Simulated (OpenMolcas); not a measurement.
An atom or ion with 30 electrons was computed by MS-CASPT2, IPEA 0.25 Eh, imaginary shift 0.1 Eh with spin-orbit coupling (OpenMolcas, ANO-RCC-VQZP, DKH2). The lowest levels that the run gave, each within 12 % of the measured value where one is at hand:

```tsv
J	Parity	E (cm-1)	g
0	even	0.0	
0	odd	87620	
1	odd	89050	1.500
2	odd	92180	1.501
1	odd	132950	1.001
0	even	210410	
1	even	212320	1.501
2	even	213380	1.274
2	even	217560	1.227
```

Which ion is it, and what are the configurations and terms?

Se4+ (Z = 34, charge +4; active space 2 electrons in 8 orbitals (4s 4p 5s 5p)). J, parity and g give the terms where levels are pure, and mixed ones are named by the computed weights; the size of the splittings, set against known spectra of the 30-electron sequence, gives the charge. In order, with the measured energies in cm-1 (the list in Rauch et al., Astron. Astrophys. 606, A105 (2017)): 4s2 1S0, 4s 4p 3P* 0 (89749), 4s 4p 3P* 1 (91350), 4s 4p 3P* 2 (94960), 4s 4p 1P* 1 (131733), 4p2 3P0 (211794), 4p2 3P1 (214091), 4p2 3P2 [55 %], 4p2 1D2 [55 %].

CASPT2 does not keep the components of a term degenerate, so their means are used; among the terms shown or strongly mixed into the levels shown the widest spread is 54 cm-1 (4p2 1D). Over all roots computed the reference weight is 0.92 to 0.99; the roots of lowest weight are the least certain, and an intruder state may touch them. Active for correlation alone: 5p 5s; no level in the range computed is led by a configuration that fills them, so any true level of that kind is missing. The ¹D term of p² mixes with s d, which this space lacks. Measured partners are found by configuration, term and J. A level has none where our copy of the source lacks it or the pairing is in doubt (some pairs that miss far off the trend of their configuration count as doubtful), and it then counts in no deviation. Only configurations of the active space appear.

A share in square brackets marks a mixed level and gives the weight of the term that names it. * marks odd parity.
